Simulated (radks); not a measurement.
Task: Coherent X-ray form factor from a spherical all-electron density. Method: Dirac Kohn-Sham, LDA (Slater exchange, Perdew-Wang correlation), spin-unpolarised, spherical densities, finite nucleus; Fermi nuclear charge, rms radius of each element as measured or else 0.836 A^(1/3) + 0.57 fm; computed with a radial shooting solver on a logarithmic mesh with Libxc functionals.

sin(theta)/lambda (1/angstrom),f0 (electrons)
0.05,32.912
0.1,32.651
0.15,32.226
0.2,31.650
0.25,30.943
0.3,30.124
0.4,28.247
0.5,26.199
0.6,24.136
0.8,20.344
1,17.194
1.25,14.005
1.5,11.415
2,7.816

The species is in the configuration that NIST lists as its ground one. Which atom or ion scatters so?

Result: The tellurium ion Te19+, [Ar] 3d10 4s2 4p3. Extrapolating in s^2 from the first two rows gives f0(0) = 33.0, near the electron count 33; among species with that count, the fall with angle is slower the higher Z, and the table is that of Z = 52; from so few rows the species is fixed only to a neighbour or two.
